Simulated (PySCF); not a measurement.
Species: C₅H₆F₃ (doublet state).
Cartesian coordinates in Å at the GFN2-xTB level; atoms count from 1:
```xyz
14
C5H6F3 angstrom
C     -1.8068   -0.8288    0.1661
C     -0.5887   -0.1643   -0.4294
C     -0.2596    1.2684   -0.0243
C      0.5832    0.1479    0.3952
C      2.0115   -0.1008    0.1746
F      2.3603   -1.3776    0.4008
F      2.3995    0.1619   -1.1080
F      2.8019    0.6578    0.9513
H     -1.6805   -1.9090    0.1554
H     -1.9552   -0.5050    1.1924
H     -2.6915   -0.5778   -0.4147
H     -0.3942   -0.4734   -1.4547
H      0.1336    1.9838   -0.7377
H     -0.9139    1.7163    0.7108
```

The hyperfine couplings belong to this conformer and change with its torsions.

As a line formula: `FC(F)([C]1[C@@H](C)C1)F` [radical].

Computed, not measured: PySCF 2.14.0, UKS B3LYP, pcH-1 on C F H, non-relativistic, mean-field spin-orbit, GIAO. Geometry: GFN2-xTB; no solvent, vibrations or thermal averaging. A GFN2-xTB geometry isn't a minimum of the functional, and hyperfine couplings can be far from their values at a DFT geometry. No stability test was run, so a lower SCF solution isn't excluded.

Principal values of hyperfine tensors in MHz (contact and dipolar terms together), for some of the nuclei:

```csv
atom,isotope,A1,A2,A3
C4,13C,213.46,217.68,432.40
F7,19F,36.84,40.88,292.81
H14,1H,76.57,79.03,93.66
H13,1H,38.77,42.11,51.44
H12,1H,34.29,38.03,47.23
C3,13C,-23.15,-18.27,-12.31
C2,13C,-20.47,-15.89,-9.96
F6,19F,-6.46,-5.45,41.30
```

Question: Split each tensor into its isotropic and traceless parts, and turn a_iso into mT with g = 2.0026.

Answer: a_iso = (A1 + A2 + A3)/3, Ti = Ai − a_iso; 1 mT corresponds to 28.029 MHz.

```csv
atom,a_iso (MHz),a_iso (mT),T1,T2,T3
C4,287.85,10.269,-74.38,-70.17,144.55
F7,123.51,4.406,-86.67,-82.63,169.30
H14,83.09,2.964,-6.52,-4.05,10.57
H13,44.11,1.574,-5.33,-2.00,7.33
H12,39.85,1.422,-5.56,-1.82,7.38
C3,-17.91,-0.639,-5.25,-0.36,5.60
C2,-15.44,-0.551,-5.03,-0.45,5.48
F6,9.80,0.350,-16.26,-15.25,31.50
```

Question: What spin density at the nucleus of F7 lies behind its contact coupling (g_N = 5.25774)?

Answer: a_FC = (2μ0/3) gₑ μB g_N μN ρ(0)/(2S·h) = 800.24 MHz × g_N × ρ(0)/(2S), with ρ in bohr⁻³. With a_FC = 123.51 MHz and 2S = 1, ρ(0) = 0.02936 bohr⁻³.

Question: C1 (13C, g_N = 1.40482) isn't in the table. Its spin density at the nucleus is 0.03067 bohr⁻³. What is its contact coupling?

Answer: By the same relation, a_FC = 34.5 MHz. Its full tensor has the principal values 30.90, 31.44, 41.08 MHz.

Question: Which nucleus of the table has the largest anisotropic coupling, and what is its form?

Answer: F7: -86.7, -82.6, 169.3 MHz, nearly axial, close to the ratio −1:−1:+2.

Question: What first-order splitting does H14 cause when the field lies along A1, A2 or A3 of its tensor (g taken as isotropic, no quadrupole term)?

Answer: 2 lines (I = 1/2), spaced by |A_i|/(g × 13.996): 2.73, 2.82, 3.34 mT along the axes of A1, A2 and A3.

The run took 53 s wall (grids of density and orbitals included) on Arm Neoverse V1, one thread, no GPU, on a shared host, and the process peaked at 0.96 GiB of memory.
